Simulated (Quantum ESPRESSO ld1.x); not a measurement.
Values are calculated unless marked as measured or tabulated.
Task: Species: Ce3+. Configuration: [Xe] 4f1. Code: ld1.x of Quantum ESPRESSO 7.5. Model: Dirac Kohn-Sham, relativistic LDA (MacDonald-Vosko exchange, VWN5 correlation), spin-unpolarised, spherical densities, point nucleus; open shells are shared between the two j in proportion to 2j + 1.

Spin-orbit splittings of the eigenvalues, e(l+1/2) - e(l-1/2), with zeta = 2 splitting/(2l+1) and mean radii in bohr:

| shell | occ. | splitting (eV) | zeta (eV) | <r> j=l-1/2 | <r> j=l+1/2 |
|---|---|---|---|---|---|
| 2p | 6 | 442.0 | 294.6 | 0.08817 | 0.09435 |
| 3p | 6 | 86.89 | 57.93 | 0.2687 | 0.2809 |
| 3d | 10 | 18.76 | 7.504 | 0.2517 | 0.2555 |
| 4p | 6 | 18.82 | 12.55 | 0.6570 | 0.6845 |
| 4d | 10 | ? | ? | 0.7391 | 0.7489 |
| 4f | 1 | 0.3464 | 0.09897 | 1.050 | 1.059 |
| 5p | 6 | 2.925 | 1.950 | 1.666 | 1.739 |

Estimate the 4d splitting.

Result: 3.311 eV (zeta = 1.324 eV).
